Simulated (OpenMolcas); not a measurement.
## Levels of Tc III by method

* Program: OpenMolcas
* Basis: ANO-RCC-VQZP [8s7p5d3f2g1h]
* Scalar Hamiltonian: DKH2, point nucleus
* Active space: 5 electrons in 10 orbitals (4d 5d)
* State averaging: 2S+1 = 6 even, 1 root; 2S+1 = 4 even, 24 roots; 2S+1 = 2 even, 70 roots
* Spin-orbit coupling: RASSI with atomic mean-field integrals over the reference wave functions, term energies averaged over their components

Methods on the same reference wave functions:
A. CASSCF
B. SS-CASPT2, IPEA 0.25 Eh, imaginary shift 0.1 Eh (closed shells correlated: 4s 4p)
C. MS-CASPT2, IPEA 0.25 Eh, imaginary shift 0.1 Eh (closed shells correlated: 4s 4p)

Energies in cm-1 above 4d5 6S 5/2.

| Level | A | B | C |
| --- | --- | --- | --- |
| 4d5 6S 5/2 | 0.0 | 0.0 | 0.0 |
| 4d5 4G 5/2 | 23678 | 20200 | 20200 |
| 4d5 4G 7/2 | 23826 | 20370 | 20370 |
| 4d5 4G 11/2 | 23920 | 20480 | 20480 |
| 4d5 4G 9/2 | 23928 | 20490 | 20490 |
| 4d5 4P 5/2 [61 %] | 26833 | 22360 | 22360 |
| 4d5 4P 3/2 [63 %] | 27104 | 22650 | 22660 |
| 4d5 4P 1/2 | 27465 | 23140 | 23140 |
| 4d5 4D 7/2 | 29389 | 24200 | 24200 |
| 4d5 4D 1/2 | 29725 | 24690 | 24690 |
| 4d5 4D 3/2 [63 %] | 30017 | 25110 | 25110 |
| 4d5 4D 5/2 [63 %] | 30058 | 25140 | 25130 |
| 4d5 2I 11/2 | 33990 | 29940 | 29940 |
| 4d5 2I 13/2 | 34324 | 30310 | 30310 |
| 4d5 2D 5/2(1) [53 %] | 37343 | 31690 | 31670 |
| 4d5 2D 3/2(1) [59 %] | 38202 | 32300 | 32300 |
| 4d5 4F 7/2 [59 %] | 39167 | 33200 | 33240 |
| 4d5 4F 9/2 | 39272 | 33230 | 33230 |
| 4d5 4F 5/2 | 39522 | 33570 | 33590 |
| 4d5 2F 7/2(1) [62 %] | 39950 | 34390 | 34370 |
| 4d5 4F 3/2 [59 %] | 40343 | 34410 | 34410 |
| 4d5 2H 11/2 | 42411 | 37380 | 37380 |
| 4d5 2G 7/2(1) | 43161 | 36630 | 36650 |
| 4d5 2F 5/2(2) | 46246 | 38730 | 38830 |

Between B and C the level of the table that moves most is 4d5 2F 5/2(2), by 99 cm-1 (lowest in B, highest in C). Moves below CASPT2's spread within the term are not significant.

From A to B the spin-free energies of the other terms of 4d5 shown, above 6S, scale by factors of 0.82 to 0.88, as is usual when dynamic correlation screens the repulsion within a d or f shell.

The lowest spin-free term lies below A's lowest term by 0.394 hartree in B, 0.394 hartree in C.

CASPT2 breaks the degeneracy within a term, and the mean is taken; among the terms shown or strongly mixed into the levels shown the widest spread is 740 cm-1 (4d5 2H, C). Active for correlation alone: 5d; no level in the range computed is led by a configuration that fills it, so any true level of that kind is missing. Without dynamic correlation excited terms often stand tens of per cent too high (terms of higher spin than the ground term too low), and those without a measured partner can miss by more than the paired ones (holds for A). The CASPT2 spread within a term exceeds the gap to the next term for 4d5 2G(1) and 4d5 2H, so the order of their levels is uncertain (holds for C). Only configurations of the active space appear. Levels that lie high or do not pair safely by name in every column are left out.

A share in square brackets marks a mixed level and gives the weight of the term that names it, the lowest over the columns. A number in round brackets counts repeated terms of one configuration in the order of the reference energies.
